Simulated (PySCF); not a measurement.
**How the method changes the constants of GeO**

State: ¹Σ⁺ (singlet), closed shell. Set-up: PySCF, spin-free X2C with a Gaussian nucleus, basis sets Ge x2c-SVPall, O x2c-SVPall. De refers to Ge + O in their high-spin ground configurations, without counterpoise correction. A positive dipole means Ge(−)O(+).

```csv
Level,Re (Å),ωe (cm⁻¹),De (eV),μ (D)
RHF,1.589,1146,2.96,-3.78
RHF-MP2,1.643,955,6.81,n/a
RHF-SCS-MP2,1.639,971,6.54,n/a
RHF-CCSD,1.622,1034,5.91,n/a
RHF-CCSD(T),1.638,969,6.26,n/a
PBE,1.646,960,7.28,-2.75
PW91,1.644,963,7.32,-2.76
r²SCAN,1.627,1008,6.78,-2.90
PBE0,1.620,1032,6.48,-3.07
MN15,1.613,1060,6.68,-2.98
BHandHLYP,1.605,1081,5.78,-3.36
```

Question: Which functional lies closest to RHF-CCSD(T) in De, which farthest, and by how much do they differ from it?

Answer: Closest is PBE0 (-1.8 pm in Re, +6.5 % in ωe, +0.22 eV in De against RHF-CCSD(T) in the same basis), farthest PW91 (+0.6 pm in Re, -0.6 % in ωe, +1.06 eV in De). CCSD(T) converges more slowly with the basis than the functionals do and binds too weakly in this one, so the order can change at the basis-set limit.

Question: What does a quarter of exact exchange do here, going from PBE to PBE0?

Answer: PBE0 less PBE: -2.6 pm in Re, +7.5 % in ωe, -0.80 eV in De. Exact exchange removes part of the self-interaction that spreads semilocal densities, and in most molecules shortens and stiffens the bond and lowers De; so it does here.

Question: What does the step from GGA to meta-GGA do here, going from PBE to r²SCAN?

Answer: r²SCAN less PBE: -1.9 pm in Re, +5.0 % in ωe, -0.50 eV in De. 

Correlated steps freeze 10 core orbitals. Correlated levels converge slowly with the basis: in double zeta they bind strong bonds too weakly, by up to about 1 eV, and carry superposition errors of some tenths. Where the molecule has an RHF reference, its open-shell atoms are computed with UHF. The CCSD T1 diagnostic is raised, a sign that a single reference may not be enough here.

The whole job (state search and all levels along the bond) took about 2.2 min on 1 thread of Arm Neoverse N1 (shared host), peak memory 0.53 GiB.
